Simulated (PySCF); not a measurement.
From one molecule to another.

First species: C4H8F2O2.
InChI=1S/C4H8F2O2/c1-2-7-3-8-4(5)6/h4H,2-3H2,1H3

Second species: C₄H₈F₂O₂.
InChI=1S/C4H8F2O2/c1-7-2-4(6)8-3-5/h4H,2-3H2,1H3/t4-/m1/s1

Levels: CAM-B3LYP/def2-SVPD for dipole moment, HOMO energy, LUMO energy, HOMO–LUMO gap, static isotropic polarisability and electronic spatial extent ⟨r²⟩ about the centre of nuclear charge; TDDFT CAM-B3LYP/def2-SVPD for lowest singlet excitation; TDA CAM-B3LYP/def2-SVPD for lowest triplet excitation (Tamm–Dancoff); ΔSCF CAM-B3LYP/def2-SVPD for vertical ionisation energy; PBE0-D3(BJ)/def2-SVP for rotational constant A and rotational constant C. Geometries: PBE0-D3(BJ)/def2-SVP. All species are isolated and taken at one optimised geometry, non-relativistic unless stated; the electronic structure was computed with PySCF and density fitting.

Dipoles, sizes and rotational constants follow the conformer. The torsions of the flexible species, by atom-mapped SMILES:
- `[CH3:1][CH2:2][O:3][CH2:4][O:5][CH:6]([F:7])[F:8]`: C1–C2–O3–C4 180°, C2–O3–C4–O5 -69°, O3–C4–O5–C6 -71°, C4–O5–C6–F7 164°
- `[CH3:1][O:2][CH2:3][C@H:4]([F:5])[O:6][CH2:7][F:8]`: C1–O2–C3–C4 85°, O2–C3–C4–F5 -66°, C3–C4–O6–C7 -164°, C4–O6–C7–F8 75°

| property | column X | column Y |
| --- | --- | --- |
| dipole moment | 1.30 D | 2.89 D |
| HOMO energy | -9.25 eV | -9.95 eV |
| LUMO energy | 1.32 eV | 1.20 eV |
| HOMO–LUMO gap | 10.57 eV | 11.15 eV |
| lowest singlet excitation | 7.55 eV | 8.07 eV |
| lowest triplet excitation (Tamm–Dancoff) | 7.35 eV | 7.88 eV |
| static isotropic polarisability | 61.5 au | 61.7 au |
| vertical ionisation energy | 10.18 eV | 10.85 eV |
| electronic spatial extent ⟨r²⟩ about the centre of nuclear charge | 1267 bohr² | 1282 bohr² |
| rotational constant A | 5.010 GHz | 4.208 GHz |
| rotational constant C | 0.894 GHz | 0.889 GHz |

Question: Which column belongs to which species?

Answer: Column X is the second species and column Y the first. The first has 16 atoms and 66 electrons, the second 16 and 66.

Question: How does each property change from the first species to the second?

Answer: dipole moment -1.59 D; HOMO energy +0.70 eV; LUMO energy +0.12 eV; HOMO–LUMO gap -0.58 eV; lowest singlet excitation -0.52 eV; lowest triplet excitation (Tamm–Dancoff) -0.53 eV; static isotropic polarisability -0.2 au; vertical ionisation energy -0.67 eV; electronic spatial extent ⟨r²⟩ about the centre of nuclear charge -15 bohr²; rotational constant A +0.802 GHz; rotational constant C +0.005 GHz.

On the first: The principal polarisabilities are 55.3, 59.2 and 70.6 au; their mean is the isotropic value. The polarisability is 9.15 Å³ as a volume (1 au = 0.148185 Å³), or 0.94 au for each of the 66 electrons.

On the second: No computed singlet falls in the visible range (750 to 380 nm, 1.65 to 3.26 eV); S1 lies 4.29 eV above its blue end. The polarisability is 9.12 Å³ as a volume (1 au = 0.148185 Å³), or 0.93 au for each of the 66 electrons.
